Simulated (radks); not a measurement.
The mean radii <r> (bohr) of the occupied orbitals of an atom or ion are listed with their occupations. All-electron calculation, Dirac Kohn-Sham, SOGGA, spin-unpolarised, spherical densities, finite nucleus; Fermi nuclear charge, rms radius of each element as measured or else 0.836 A^(1/3) + 0.57 fm. Program: a radial shooting solver on a logarithmic mesh with Libxc functionals.

| orbital | occ. | <r> |
|---|---|---|
| 1s1/2 | 2 | 0.02410 |
| 2s1/2 | 2 | 0.1026 |
| 2p1/2 | 2 | 0.08606 |
| 2p3/2 | 4 | 0.09237 |
| 3s1/2 | 2 | 0.2721 |
| 3p1/2 | 2 | 0.2618 |
| 3p3/2 | 4 | 0.2741 |
| 3d3/2 | 4 | 0.2452 |
| 3d5/2 | 6 | 0.2491 |
| 4s1/2 | 2 | 0.6229 |
| 4p1/2 | 2 | 0.6407 |
| 4p3/2 | 4 | 0.6687 |
| 4d3/2 | 4 | 0.7220 |
| 4d5/2 | 6 | 0.7320 |
| 5s1/2 | 2 | 1.474 |
| 5p1/2 | 2 | 1.637 |
| 5p3/2 | 2 | 1.712 |
| 4f5/2 | 3 | 1.053 |
| 6s1/2 | 2 | 3.509 |
| 7s1/2 | 2 | 8.145 |

Name the element and its charge. Open shells, if any, fill j = l - 1/2 first.

Answer. Z = 59, praseodymium, charge 0: Pr in [Kr] 4d10 4f3 5s2 5p4 6s2 7s2. The 1s radius gives Z: for a bare nucleus <r> = (2 gamma + 1)/(2Z) with gamma = sqrt(1 - (Z/c)^2), 0.02377 bohr for Z = 59, and screening makes it slightly larger (0.02410 here). The occupations add up to 59, and the charge is Z minus that.
